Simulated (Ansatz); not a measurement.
Kohn–Sham single points on CH4ClFGeO, SMILES `[CH3][Ge]([OH])([F])[Cl]`.

```yaml
crystal:
  periodic: [false, false, false]
  atoms:
    - {symbol: C, position_ang: [-1.337618, 0.192924, -0.038602]}
    - {symbol: Ge, position_ang: [0.552038, 0.013665, 0.221051]}
    - {symbol: O, position_ang: [1.251083, -1.018833, -1.009569]}
    - {symbol: F, position_ang: [0.891658, -0.703803, 1.759554]}
    - {symbol: Cl, position_ang: [1.600111, 1.879072, 0.272469]}
    - {symbol: H, position_ang: [-1.527650, 0.687642, -0.990572]}
    - {symbol: H, position_ang: [-1.759948, 0.784654, 0.772573]}
    - {symbol: H, position_ang: [-1.789616, -0.799037, -0.044486]}
    - {symbol: H, position_ang: [2.208544, -1.082584, -0.959517]}
basis:
  gaussian: {orbitals: def2-TZVPP}
hamiltonian: {xc: pbe, dispersion: d4}
output: {forces: true, orbitals: {seedname: orbitals}}
```

```sh
$ ansatz run in.yaml --threads 4 --pin off --events-out ev --progress --plain
```

Shortened log:

```
Functional definition: PBE
1375 factors; their error is unknown
mean field evaluation 1: about -74878.2829 eV, gradient 9.5e1 eV
mean field evaluation 2: about -74826.4572 eV, gradient 1.8e2 eV
mean field evaluation 4: about -74893.3619 eV, gradient 1.5e1 eV
mean field evaluation 8: about -74893.7403 eV, gradient 9.7e-2 eV
mean field evaluation 16: about -74893.7133 eV, gradient 2.1e-4 eV
mean field -74893.71328090 eV, -2752.2931982911 hartree, gradient 3.8e-5 eV, S^2 0.000000; 0 other end points of the search recorded, 0 dependent functions left out
reference -74893.71331821 eV, -2752.2931996621 hartree; 38, 38 occupied and 201, 201 virtual orbitals, 1375 factors
Total energy: -74893.91683853 eV, -2752.3006788957 hartree
Atom 0 at    -1.337618     0.192924    -0.038602 Å, force    -0.106047    -0.003958    -0.035712 eV/Å
Atom 1 at     0.552038     0.013665     0.221051 Å, force    -0.229942     0.313519    -0.118667 eV/Å
Atom 2 at     1.251083    -1.018833    -1.009569 Å, force    -0.239968    -0.378935    -0.519602 eV/Å
Atom 3 at     0.891658    -0.703803     1.759554 Å, force     0.121876    -0.303541     0.657134 eV/Å
Atom 4 at     1.600111     1.879072     0.272469 Å, force     0.190222     0.373018     0.009120 eV/Å
Atom 5 at    -1.527650     0.687642    -0.990572 Å, force    -0.037126     0.092252    -0.175169 eV/Å
Atom 6 at    -1.759948     0.784654     0.772573 Å, force    -0.068878     0.108548     0.150008 eV/Å
Atom 7 at    -1.789616    -0.799037    -0.044486 Å, force    -0.085903    -0.183429    -0.000733 eV/Å
Atom 8 at     2.208544    -1.082584    -0.959517 Å, force     0.455765    -0.017474     0.033619 eV/Å
Dipole moment:    -0.272698    -0.009563    -0.228850 e Å
```

Hardware: 4 threads of a server CPU on a shared host. Wall time 2.6 s, peak host memory 0.33 GiB.

The same input with `hamiltonian: {xc: {name: r2SCAN0}, dispersion: d4}` and no forces (abridged; 6.5 s):

```
Functional definition: r2SCAN0
mean field evaluation 16: about -74908.5856 eV, gradient 1.3e-4 eV
mean field -74908.58563549 eV, -2752.8397472411 hartree, gradient 4.3e-5 eV, S^2 0.000000
Total energy: -74908.64381049 eV, -2752.8418851329 hartree
```

The same input with `hamiltonian: {xc: hse06, dispersion: d4}` and no forces (abridged; 4.2 s):

```
Functional definition: HSE06
mean field evaluation 16: about -74895.9240 eV, gradient 3.3e-4 eV
mean field -74895.92401261 eV, -2752.3744411827 hartree, gradient 5.3e-5 eV, S^2 0.000000
Total energy: -74896.08616004 eV, -2752.3803999910 hartree
```

With the line `hamiltonian: {xc: {name: wB97X-V}}` and no forces (abridged; 9 s):

```
Functional definition: wB97X-V
mean field evaluation 16: about -74904.8203 eV, gradient 8.4e-5 eV
mean field -74904.82030562 eV, -2752.7013739207 hartree, gradient 8.4e-5 eV, S^2 0.000000
Total energy: -74904.82030388 eV, -2752.7013738567 hartree
```

The same input with `hamiltonian: {xc: {name: wB97M-V}}` (abridged; 14 s):

```
Functional definition: wB97M-V
mean field evaluation 16: about -74908.1413 eV, gradient 1.2e-4 eV
mean field -74908.14127042 eV, -2752.8234171262 hartree, gradient 3.1e-5 eV, S^2 0.000000
Total energy: -74908.14131268 eV, -2752.8234186790 hartree
Atom 0 force    -0.015956    -0.002642    -0.004243 eV/Å
Atom 1 force    -0.109672     0.068536    -0.025274 eV/Å
Atom 2 force     0.080540    -0.016800    -0.014524 eV/Å
Atom 3 force     0.017986    -0.023669     0.058729 eV/Å
Atom 4 force    -0.001113    -0.012213    -0.000254 eV/Å
Atom 5 force     0.006971    -0.039732     0.077001 eV/Å
Atom 6 force     0.026930    -0.046522    -0.066475 eV/Å
Atom 7 force     0.029378     0.086181    -0.000724 eV/Å
Atom 8 force    -0.035064    -0.013139    -0.024236 eV/Å
Dipole moment:    -0.273658     0.007007    -0.230601 e Å
```

The same input with `hamiltonian: {xc: r2scan, dispersion: d4}` (abridged; 5.5 s):

```
Functional definition: r2SCAN
mean field evaluation 16: about -74909.9748 eV, gradient 3.6e-4 eV
mean field -74909.97484633 eV, -2752.8907997982 hartree, gradient 3.5e-5 eV, S^2 0.000000
Total energy: -74910.02366604 eV, -2752.8925938892 hartree
Atom 0 force    -0.026436    -0.006990    -0.014184 eV/Å
Atom 1 force    -0.035742     0.028469     0.021487 eV/Å
Atom 2 force    -0.042629    -0.064414    -0.075847 eV/Å
Atom 3 force     0.000401    -0.024380     0.046057 eV/Å
Atom 4 force     0.031236     0.065007     0.005171 eV/Å
Atom 5 force     0.002082    -0.013274     0.026019 eV/Å
Atom 6 force     0.014942    -0.016660    -0.022550 eV/Å
Atom 7 force     0.012633     0.023849     0.000817 eV/Å
Atom 8 force     0.043514     0.008392     0.013031 eV/Å
Dipole moment:    -0.280910    -0.008848    -0.232998 e Å
```

HSE06 is the plane-wave form, built on full-range PBE exchange.
